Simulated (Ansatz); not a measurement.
**A ladder of methods for GeClF (SMILES [F][Ge][Cl])**

GeClF has 3 atoms, charge 0, and is taken as a singlet. As SMILES, `[F][Ge][Cl]`. Geometry: optimised at wB97X-V/def2-SVP.

```xyz
3

F     0.1100    1.4178    0.2059
Ge   -0.7630    0.0368   -0.4103
Cl    0.6422   -1.5194    0.1913
```

Each level gives the adiabatic electron affinity (to the doublet anion, shapes relaxed at wB97X-V/def2-SVP, no zero-point term) (eV). The values are calculated.

The electron affinity is E(neutral) − E(anion): positive where the electron is bound.

```json
{"level": "HF/def2-TZVPP", "kind": "Hartree–Fock", "program": "Ansatz", "value (eV)": "0.67", "less CCSD(T)/def2-TZVPP": "-0.16"}
{"level": "SVWN5/def2-TZVPP", "kind": "LDA", "program": "Ansatz", "value (eV)": "0.86", "less CCSD(T)/def2-TZVPP": "+0.03"}
{"level": "PBE/def2-TZVPP", "kind": "GGA", "program": "Ansatz", "value (eV)": "0.87", "less CCSD(T)/def2-TZVPP": "+0.04"}
{"level": "r2SCAN/def2-TZVPP", "kind": "meta-GGA", "program": "Ansatz", "value (eV)": "1.02", "less CCSD(T)/def2-TZVPP": "+0.19"}
{"level": "PBE0-D4/def2-TZVPP", "kind": "global hybrid", "program": "Ansatz", "value (eV)": "0.98", "less CCSD(T)/def2-TZVPP": "+0.15"}
{"level": "wB97M-V/def2-TZVPP", "kind": "range-separated hybrid", "program": "Ansatz", "value (eV)": "0.85", "less CCSD(T)/def2-TZVPP": "+0.02"}
{"level": "B2PLYP/def2-TZVPP", "kind": "double hybrid", "program": "Ansatz", "value (eV)": "0.86", "less CCSD(T)/def2-TZVPP": "+0.03"}
{"level": "MP2/def2-TZVPP", "kind": "perturbation theory", "program": "Ansatz", "value (eV)": "0.78", "less CCSD(T)/def2-TZVPP": "-0.05"}
{"level": "CCSD(T)/def2-TZVPP", "kind": "coupled cluster or CI", "program": "Ansatz", "value (eV)": "0.83", "less CCSD(T)/def2-TZVPP": "0.00"}
```

CCSD(T)/def2-TZVPP is the highest level here, not the true value. All-electron rows without a relativistic Hamiltonian named are non-relativistic. The values span 0.67 to 1.02 eV. In the correlated wave-function rows the outer d shell of Ge is correlated, in sets not made for it.
